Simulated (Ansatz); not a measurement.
C8H14O3Ti (`C[O][Ti]1234([O]C)([O]C)[C@H]5[C@@H]1[C@@H]2[C@@H]3[C@H]54`). Charge 0, multiplicity 1. Correlated methods include outer-core shells of Ti, which these sets cover unevenly. Scalar relativity is left out up to krypton.

Cartesian coordinates in Å:
```
C -1.5687 2.6029 -0.4418
O -0.5085 1.7404 -0.2217
Ti 0.0610 0.0632 0.0922
O 0.2749 0.0177 1.9101
C 1.0566 0.9413 2.6111
O 1.7482 0.0642 -0.5301
C 2.8184 -0.6439 -1.0487
C -0.2929 -2.2503 -0.3445
C -1.3031 -1.8436 0.5475
C -2.1098 -0.8946 -0.1082
C -1.6080 -0.7277 -1.4188
C -0.4873 -1.5642 -1.5647
H -1.9673 2.9811 0.5073
H -2.3884 2.1078 -0.9795
H -1.2395 3.4602 -1.0399
H 0.6878 1.9660 2.4732
H 1.0271 0.7059 3.6808
H 2.1031 0.9142 2.2808
H 3.4710 -1.0071 -0.2456
H 3.4131 -0.0008 -1.7076
H 2.4847 -1.5127 -1.6318
H 0.5085 -2.9400 -0.1232
H -1.3888 -2.1388 1.5813
H -2.9441 -0.3633 0.3260
H -1.9884 -0.0443 -2.1636
H 0.1405 -1.6334 -2.4407
```

Question: Give the diagnostics of a CCSD(T)/def2-TZVPP run (frozen core, Ansatz). (Estimate.)

Answer: Computed: T1 = 0.0202, largest single amplitude 0.064, largest double 0.020, (T) share of the correlation energy 5.0 %, 14 CCSD cycles. The RHF solution is stable towards an unrestricted one. T1 lies over the customary mark of 0.02 for closed shells; compounds of d metals often pass it without a breakdown.
